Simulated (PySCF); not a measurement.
PBE0-D3(BJ)/def2-SVP geometry optimisation, IEF-PCM water with PySCF 2.14 and geomeTRIC: [Fe(H2O)5]2+, charge 2, multiplicity 5. Start (model start, shaken):

```
16

Fe    0.0000    0.0045   -0.0041
O    -0.0134   -0.0068    2.0651
H     0.7759    0.0201    2.6476
H    -0.7843    0.0073    2.6604
O     0.0016   -0.0140   -2.0804
H     0.7854   -0.0202   -2.6619
H    -0.8035   -0.0193   -2.6826
O     2.0765   -0.0190    0.0041
H     2.6574    0.7722   -0.0377
H     2.6469   -0.7757    0.0017
O    -1.0630    1.7942   -0.0147
H    -2.0108    1.9277   -0.0121
H    -0.6568    2.7001   -0.0088
O    -1.0417   -1.7997    0.0010
H    -0.6747   -2.6856    0.0204
H    -2.0219   -1.8989    0.0018
```

| step | E − E(start) / kcal mol⁻¹ | largest force / Eh bohr⁻¹ |
| --- | --- | --- |
| 0 | 0.00 | 0.02706 |
| 1 | -3.69 | 0.00581 |
| 2 | -5.49 | 0.01112 |
| 3 | -7.86 | 0.01328 |
| 4 | -9.01 | 0.00684 |
| 5 | -9.69 | 0.00454 |
| 6 | -10.06 | 0.00472 |
| 7 | -11.00 | 0.00455 |
| 8 | -11.84 | 0.00699 |
| 9 | -12.04 | 0.01262 |
| 10 | -13.24 | 0.00500 |
| 11 | -13.77 | 0.00368 |
| 12 | -13.95 | 0.00257 |
| 13 | -14.02 | 0.00179 |
| 14 | -14.05 | 0.00112 |
| 15 | -14.08 | 0.00097 |
| 16 | -14.10 | 0.00096 |
| 17 | -14.13 | 0.00145 |
| 18 | -14.15 | 0.00132 |
| 19 | -14.18 | 0.00112 |
| 20 | -14.21 | 0.00107 |
| 21 | -14.26 | 0.00164 |
| 22 | -14.29 | 0.00129 |
| 23 | -14.31 | 0.00087 |
| 24 | -14.32 | 0.00049 |
| 25 | -14.32 | 0.00075 |
| 26 | -14.33 | 0.00062 |
| 27 | -14.34 | 0.00027 |

The optimisation met its thresholds. End point:

```
16

Fe    0.0228    0.0477   -0.0094
O     0.5824    0.8944    1.7712
H     1.2703    0.5062    2.3315
H    -0.0587    1.3140    2.3634
O     0.4793    0.8819   -1.8282
H     1.1208    0.4751   -2.4291
H    -0.2057    1.2866   -2.3806
O     1.8259   -0.9851   -0.0641
H     2.7022   -0.5798   -0.1235
H     1.9581   -1.9402   -0.1418
O    -1.7206    1.1765    0.0188
H    -2.6312    0.8515    0.0512
H    -1.7731    2.1423    0.0395
O    -1.0352   -1.6991    0.0692
H    -0.6669   -2.5929    0.1100
H    -1.9968   -1.7923    0.1215
```

Metal–donor distances, start → end: O2 2.069 → 2.049 Å, O5 2.076 → 2.052 Å, O8 2.077 → 2.079 Å, O11 2.082 → 2.077 Å, O14 2.083 → 2.044 Å.

No frequencies were computed, so the end point may be a saddle point.

The job took 14 min on one thread of Arm Neoverse V2 (shared host), with 151 basis functions and a peak of 1.4 GiB, launched as `OMP_NUM_THREADS=1 python lf_run.py task.json out`.
